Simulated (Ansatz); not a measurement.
Molecule: TaH₅, charge 0, multiplicity 1. 
Structure (B3LYP-D3(BJ)/def2-TZVP (Ansatz, a first-principles code) minimum search):
SMILES: [TaH5]
```xyz
6

Ta     0.0187     0.0004     0.0012
H     -0.8738    -0.6370     1.3777
H     -0.8649     1.4146     0.5641
H     -0.7209    -1.4493    -0.6688
H     -0.7121     0.6023    -1.4824
H      1.8082     0.0395     0.1193
```
Charge 0, spin multiplicity 1.

Basis-set convergence of Hartree-Fock and CCSD(T) correlation energies (hartree) with Ansatz. Cores are frozen in the correlated levels unless marked. Spin-orbit coupling is left out. Frozen are the shells of the preceding noble gas and the d and f shells that filled before the atom's block. Past Kr the def2 sets carry scalar-relativistic core potentials.

The T1 diagnostic of CCSD in the largest basis is 0.027, which is high, so the coupled-cluster rows are less sure than usual.

```csv
basis,functions,E(HF),"E(corr, CCSD(T))",rough core time
def2-SVP,57,-59.14869,-0.20670,under 20 s
def2-TZVPP,126,-59.18246,-0.23862,under 20 s
def2-QZVPP,231,-59.18653,-0.24669,26 s
```

Extrapolating the two largest sets (X = 3 and 4) as X^-3: E(corr) = (64·(-0.24669) - 27·(-0.23862))/37 = -0.2526 Eh, an estimate of the basis-set limit. The largest set recovers 97.7 % of it, the smallest 81.8 %.
